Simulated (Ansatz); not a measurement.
Born–Oppenheimer molecular dynamics of a periodic cell of 30 atoms, CO2 (contents 10 CO2, density as packed 1.11 g/cm³ with natural masses). It starts from a partly relaxed structure (largest force component 0.10 eV/Å).

The calculation used Ansatz, DFT PBEsol, scalar-relativistic, plane waves, PAW. Settings: cutoff 420 eV, k mesh 1x1x1, fermi-dirac smearing 0.02 eV, no spin polarisation.

| Item | Value |
| --- | --- |
| ensemble | NVT, Langevin thermostat |
| time step | 1 fs |
| steps asked | 300 |
| set temperature | 400 K |
| friction | 0.02 /fs |
| seed | 572904 |

Frames 2 fs apart, positions in Å, forces in eV/Å.

Velocities at 20.0 fs (Å/ps):

```
C 1.10 7.22 1.02
O -5.27 -0.29 -1.68
O 4.83 0.25 0.60
C 0.98 -0.40 0.40
O -0.57 3.75 -0.81
O -1.81 -1.64 2.30
C -7.93 5.13 -1.51
O -4.94 -0.52 0.25
O -3.63 -2.53 1.68
C -7.90 4.83 3.42
O -9.73 2.12 -3.51
O 3.86 2.74 2.37
C -7.79 -0.98 -4.94
O 0.86 -7.73 -1.23
O 0.71 6.42 -5.83
C -0.70 -3.04 0.36
O -7.83 -3.45 -5.06
O -6.95 -2.73 -4.26
C 3.87 -0.30 -3.32
O -2.38 1.86 -0.43
O 5.08 1.87 6.04
C -4.76 5.91 6.30
O 2.81 1.55 4.71
O 6.15 1.18 3.62
C -2.35 -7.76 7.16
O 6.20 4.48 -4.18
O 1.33 3.46 0.73
C -1.17 -2.79 -0.38
O 1.72 3.31 2.89
O -4.80 7.78 3.22
```

```xyz
30
Lattice="8.7066 0.0000 0.0000 0.0000 8.7066 0.0000 0.0000 0.0000 8.7066" Properties=species:S:1:pos:R:3:forces:R:3 time_fs=20.0 energy_less_start_eV=0.582 T=297
C 6.773 3.815 2.525 0.34 3.19 -2.77
O 6.641 3.097 3.429 0.00 -0.42 0.10
O 6.893 4.631 1.635 -0.34 -2.76 2.63
C 3.896 4.545 8.488 -0.37 -1.37 -0.23
O 3.761 5.565 7.944 0.18 0.48 0.21
O 3.956 3.454 8.926 0.21 0.92 0.03
C 8.771 0.719 8.903 -1.58 2.18 0.84
O 8.144 1.485 9.562 0.95 -1.33 -0.52
O 9.357 0.060 8.159 0.63 -0.87 -0.29
C 4.046 1.835 4.056 -0.68 0.20 -0.08
O 3.442 2.668 3.539 -0.63 1.40 -0.90
O 4.572 0.977 4.605 1.32 -1.60 0.99
C 4.692 0.404 8.882 -1.30 0.50 1.18
O 5.364 0.409 7.904 -1.02 -0.16 1.73
O 3.973 0.457 9.854 2.30 -0.36 -2.88
C 6.896 3.097 6.477 0.60 0.21 0.21
O 7.793 2.377 6.542 0.97 -1.20 -0.03
O 6.062 3.892 6.445 -1.54 0.99 -0.17
C 6.117 6.881 4.946 -0.02 0.31 -0.04
O 5.280 6.428 4.301 -1.34 -0.93 -1.00
O 6.951 7.377 5.567 1.36 0.61 1.04
C 1.717 5.032 3.037 -0.02 0.21 -0.02
O 0.850 4.616 3.715 0.64 0.21 -0.51
O 2.570 5.473 2.360 -0.65 -0.42 0.50
C 0.731 8.687 3.602 -0.47 -1.39 -0.06
O 0.370 7.759 2.963 0.36 1.12 0.30
O 1.075 9.543 4.311 0.08 0.30 -0.23
C 1.050 6.234 6.627 0.04 0.34 -1.11
O 0.472 5.558 7.342 -1.22 -1.63 2.22
O 1.555 6.862 5.807 1.20 1.26 -1.12
30
Lattice="8.7066 0.0000 0.0000 0.0000 8.7066 0.0000 0.0000 0.0000 8.7066" Properties=species:S:1:pos:R:3:forces:R:3 time_fs=22.0 energy_less_start_eV=0.353 T=371
C 6.774 3.835 2.521 0.03 1.21 -0.73
O 6.631 3.096 3.426 0.17 0.49 -0.91
O 6.900 4.630 1.641 -0.20 -1.70 1.60
C 3.898 4.540 8.488 -0.57 -0.44 -0.66
O 3.757 5.572 7.942 0.34 -0.54 0.70
O 3.952 3.450 8.931 0.24 1.02 -0.05
C 8.753 0.729 8.900 -0.34 0.70 -0.38
O 8.137 1.479 9.563 0.33 -0.55 0.02
O 9.351 0.054 8.161 0.02 -0.16 0.38
C 4.030 1.847 4.064 -0.09 -0.64 0.31
O 3.422 2.674 3.532 -0.36 0.95 -0.54
O 4.580 0.981 4.611 0.47 -0.31 0.25
C 4.673 0.403 8.873 -0.26 0.48 0.23
O 5.365 0.394 7.906 -1.20 -0.14 1.75
O 3.977 0.472 9.839 1.43 -0.36 -1.93
C 6.894 3.092 6.477 -0.66 1.16 0.03
O 7.778 2.369 6.533 1.69 -1.72 0.07
O 6.050 3.887 6.438 -1.01 0.56 -0.09
C 6.125 6.880 4.939 0.46 0.69 0.52
O 5.272 6.429 4.300 -0.65 -0.59 -0.58
O 6.963 7.382 5.579 0.20 -0.12 0.05
C 1.706 5.044 3.047 1.21 0.56 -0.79
O 0.855 4.618 3.726 0.10 0.07 -0.18
O 2.579 5.474 2.371 -1.33 -0.62 0.93
C 0.728 8.671 3.618 0.16 0.14 0.58
O 0.381 7.769 2.954 0.04 0.31 -0.01
O 1.079 9.550 4.309 -0.22 -0.43 -0.56
C 1.047 6.230 6.623 0.14 0.65 -1.18
O 0.475 5.563 7.351 -1.17 -1.67 2.12
O 1.547 6.879 5.811 1.05 1.00 -0.95
30
Lattice="8.7066 0.0000 0.0000 0.0000 8.7066 0.0000 0.0000 0.0000 8.7066" Properties=species:S:1:pos:R:3:forces:R:3 time_fs=24.0 energy_less_start_eV=0.319 T=368
C 6.780 3.860 2.512 -0.57 -1.93 2.63
O 6.621 3.098 3.421 0.40 1.47 -1.95
O 6.908 4.625 1.654 0.16 0.45 -0.69
C 3.898 4.535 8.485 -0.71 0.26 -0.91
O 3.753 5.576 7.939 0.46 -1.22 1.00
O 3.948 3.450 8.938 0.27 1.01 -0.10
C 8.732 0.743 8.899 1.28 -1.20 -1.96
O 8.130 1.473 9.565 -0.50 0.46 0.79
O 9.349 0.052 8.163 -0.77 0.73 1.18
C 4.013 1.854 4.069 0.25 -0.96 0.46
O 3.402 2.683 3.526 0.09 0.23 -0.06
O 4.588 0.986 4.618 -0.31 0.73 -0.39
C 4.654 0.400 8.871 1.59 0.35 -1.94
O 5.366 0.376 7.911 -1.47 -0.13 1.89
O 3.985 0.489 9.819 -0.15 -0.24 0.09
C 6.890 3.089 6.477 -1.33 1.61 -0.11
O 7.764 2.357 6.523 1.87 -1.81 0.12
O 6.037 3.882 6.431 -0.53 0.20 0.00
C 6.132 6.881 4.935 0.86 1.00 0.98
O 5.267 6.429 4.297 0.13 -0.17 -0.06
O 6.980 7.388 5.591 -0.98 -0.84 -0.93
C 1.698 5.057 3.049 1.23 0.28 -0.50
O 0.861 4.619 3.736 -0.07 0.13 -0.19
O 2.583 5.471 2.385 -1.18 -0.39 0.65
C 0.725 8.655 3.638 0.57 1.23 0.84
O 0.388 7.777 2.949 -0.17 -0.24 -0.15
O 1.083 9.557 4.306 -0.42 -0.95 -0.67
C 1.044 6.230 6.613 -0.42 0.12 -0.26
O 0.474 5.568 7.366 -0.52 -0.98 1.18
O 1.542 6.895 5.814 0.96 0.82 -0.93
30
Lattice="8.7066 0.0000 0.0000 0.0000 8.7066 0.0000 0.0000 0.0000 8.7066" Properties=species:S:1:pos:R:3:forces:R:3 time_fs=26.0 energy_less_start_eV=0.443 T=336
C 6.787 3.879 2.511 -1.04 -4.19 4.99
O 6.614 3.106 3.415 0.48 1.63 -2.00
O 6.914 4.617 1.667 0.56 2.55 -3.00
C 3.896 4.534 8.479 -0.73 -0.08 -0.63
O 3.748 5.575 7.937 0.46 -1.14 0.90
O 3.942 3.451 8.946 0.28 1.27 -0.29
C 8.717 0.753 8.892 1.95 -1.96 -2.46
O 8.122 1.470 9.569 -0.83 0.85 1.05
O 9.346 0.053 8.163 -1.11 1.10 1.42
C 3.996 1.860 4.078 0.33 -0.82 0.24
O 3.385 2.691 3.518 0.47 -0.41 0.42
O 4.594 0.995 4.623 -0.77 1.24 -0.65
C 4.637 0.398 8.866 3.06 0.12 -3.67
O 5.360 0.358 7.921 -1.23 -0.14 1.34
O 3.995 0.502 9.800 -1.86 -0.01 2.37
C 6.880 3.091 6.471 -0.61 0.85 -0.09
O 7.754 2.345 6.511 1.17 -1.16 0.09
O 6.024 3.879 6.429 -0.54 0.31 0.01
C 6.144 6.885 4.935 0.46 0.82 0.80
O 5.266 6.430 4.299 0.88 0.21 0.44
O 6.994 7.392 5.598 -1.33 -1.05 -1.25
C 1.696 5.068 3.047 0.34 -0.38 0.37
O 0.868 4.618 3.741 -0.14 0.22 -0.25
O 2.582 5.462 2.399 -0.23 0.18 -0.16
C 0.722 8.640 3.661 0.65 1.52 0.48
O 0.393 7.784 2.940 -0.18 -0.32 0.07
O 1.084 9.561 4.303 -0.49 -1.18 -0.52
C 1.041 6.227 6.605 -0.83 -0.18 0.42
O 0.468 5.569 7.378 0.14 -0.29 0.20
O 1.539 6.913 5.816 0.70 0.43 -0.63
30
Lattice="8.7066 0.0000 0.0000 0.0000 8.7066 0.0000 0.0000 0.0000 8.7066" Properties=species:S:1:pos:R:3:forces:R:3 time_fs=28.0 energy_less_start_eV=0.415 T=343
C 6.790 3.884 2.523 -0.87 -3.14 3.58
O 6.609 3.118 3.402 0.27 0.56 -0.61
O 6.920 4.616 1.672 0.60 2.57 -2.98
C 3.891 4.532 8.469 -0.69 -0.29 -0.29
O 3.743 5.573 7.936 0.42 -0.85 0.65
O 3.938 3.458 8.955 0.28 1.19 -0.37
C 8.708 0.760 8.875 1.16 -1.11 -1.28
O 8.114 1.467 9.575 -0.50 0.47 0.55
O 9.336 0.059 8.165 -0.65 0.64 0.75
C 3.977 1.864 4.088 0.25 -0.42 -0.18
O 3.370 2.694 3.510 0.69 -0.83 0.79
O 4.595 1.008 4.626 -0.90 1.25 -0.60
C 4.628 0.398 8.851 2.41 0.07 -2.54
O 5.352 0.339 7.934 -0.16 -0.19 -0.26
O 3.999 0.516 9.787 -2.28 0.10 2.84
C 6.870 3.096 6.463 0.49 -0.27 -0.02
O 7.749 2.334 6.497 0.11 -0.16 0.03
O 6.008 3.875 6.429 -0.58 0.43 0.00
C 6.158 6.888 4.939 -0.61 0.28 0.09
O 5.269 6.431 4.302 1.49 0.51 0.84
O 7.000 7.392 5.600 -0.87 -0.80 -0.94
C 1.699 5.080 3.044 -0.97 -1.13 1.47
O 0.875 4.622 3.741 -0.21 0.30 -0.28
O 2.583 5.454 2.414 1.14 0.86 -1.23
C 0.721 8.628 3.687 0.33 0.77 -0.79
O 0.400 7.789 2.928 -0.03 0.04 0.72
O 1.083 9.563 4.294 -0.33 -0.79 0.08
C 1.036 6.225 6.598 -1.00 -0.14 0.70
O 0.460 5.569 7.387 0.68 0.25 -0.60
O 1.533 6.932 5.816 0.34 -0.15 -0.11
30
Lattice="8.7066 0.0000 0.0000 0.0000 8.7066 0.0000 0.0000 0.0000 8.7066" Properties=species:S:1:pos:R:3:forces:R:3 time_fs=30.0 energy_less_start_eV=0.463 T=345
C 6.787 3.884 2.545 -0.08 0.44 -0.80
O 6.605 3.131 3.390 -0.23 -1.46 1.83
O 6.926 4.618 1.667 0.32 1.03 -1.06
C 3.887 4.526 8.458 -0.72 0.57 -0.42
O 3.737 5.571 7.933 0.42 -0.94 0.57
O 3.937 3.470 8.962 0.31 0.43 -0.16
C 8.701 0.766 8.855 0.12 -0.04 0.17
O 8.103 1.460 9.579 -0.10 0.06 -0.05
O 9.326 0.065 8.166 -0.01 -0.02 -0.11
C 3.962 1.864 4.098 -0.33 0.58 -0.91
O 3.360 2.695 3.506 0.82 -1.10 1.02
O 4.587 1.025 4.630 -0.45 0.52 -0.11
C 4.627 0.400 8.829 0.04 0.29 0.91
O 5.349 0.318 7.946 1.39 -0.33 -2.33
O 3.997 0.529 9.782 -1.46 0.01 1.47
C 6.866 3.102 6.453 1.33 -1.20 0.06
O 7.750 2.322 6.482 -0.95 0.87 -0.03
O 5.992 3.870 6.430 -0.35 0.32 -0.01
C 6.172 6.889 4.945 -1.70 -0.25 -0.68
O 5.275 6.434 4.309 1.78 0.60 1.01
O 7.003 7.392 5.600 -0.07 -0.36 -0.34
C 1.698 5.089 3.044 -1.12 -1.27 1.63
O 0.882 4.628 3.741 -0.60 0.16 -0.01
O 2.587 5.451 2.425 1.67 1.13 -1.65
C 0.721 8.613 3.712 0.07 0.22 -1.99
O 0.407 7.794 2.913 0.15 0.45 1.51
O 1.083 9.566 4.285 -0.25 -0.65 0.50
C 1.027 6.224 6.595 -0.91 0.12 0.65
O 0.453 5.567 7.394 0.97 0.56 -1.07
O 1.524 6.949 5.816 -0.03 -0.72 0.41
30
Lattice="8.7066 0.0000 0.0000 0.0000 8.7066 0.0000 0.0000 0.0000 8.7066" Properties=species:S:1:pos:R:3:forces:R:3 time_fs=32.0 energy_less_start_eV=0.709 T=274
C 6.785 3.885 2.566 0.66 3.59 -4.69
O 6.599 3.139 3.383 -0.69 -3.23 3.90
O 6.934 4.623 1.659 0.04 -0.34 0.75
C 3.888 4.518 8.446 -0.75 1.46 -0.59
O 3.736 5.566 7.930 0.40 -0.78 0.35
O 3.940 3.483 8.967 0.37 -0.62 0.22
C 8.696 0.771 8.837 -0.73 0.78 1.34
O 8.094 1.452 9.583 0.21 -0.22 -0.53
O 9.316 0.069 8.162 0.52 -0.55 -0.78
C 3.948 1.867 4.102 -0.41 0.84 -1.06
O 3.352 2.695 3.506 0.62 -0.91 0.89
O 4.580 1.043 4.635 -0.17 0.06 0.18
C 4.629 0.405 8.810 -2.22 0.59 4.07
O 5.347 0.294 7.951 2.67 -0.52 -3.93
O 3.991 0.542 9.780 -0.48 -0.12 -0.08
C 6.864 3.106 6.441 1.56 -1.60 0.13
O 7.752 2.311 6.466 -1.64 1.58 -0.07
O 5.979 3.868 6.429 0.11 0.00 -0.04
C 6.177 6.889 4.952 -1.75 -0.26 -0.79
O 5.282 6.436 4.319 1.43 0.40 0.79
O 7.007 7.395 5.595 0.31 -0.15 -0.02
C 1.692 5.094 3.049 0.30 -0.67 0.62
O 0.887 4.635 3.745 -1.22 -0.14 0.47
O 2.595 5.451 2.429 0.86 0.83 -1.12
C 0.722 8.597 3.734 0.04 0.36 -2.62
O 0.415 7.802 2.901 0.22 0.49 1.96
O 1.079 9.570 4.279 -0.28 -0.84 0.67
C 1.015 6.224 6.594 -0.67 0.40 0.50
O 0.448 5.564 7.400 1.07 0.73 -1.35
O 1.516 6.962 5.818 -0.37 -1.18 0.84
```

Of the whole run (300 fs, mean temperature of the second half 373 K): A run of 0.3 ps of so small a system gives no equilibrium averages. Limits of this set-up: coarse k mesh.

Time of the run: 12 min on 1 thread of AMD EPYC 9B14 (Zen 4), with other jobs on the host, peak memory 0.67 GiB.
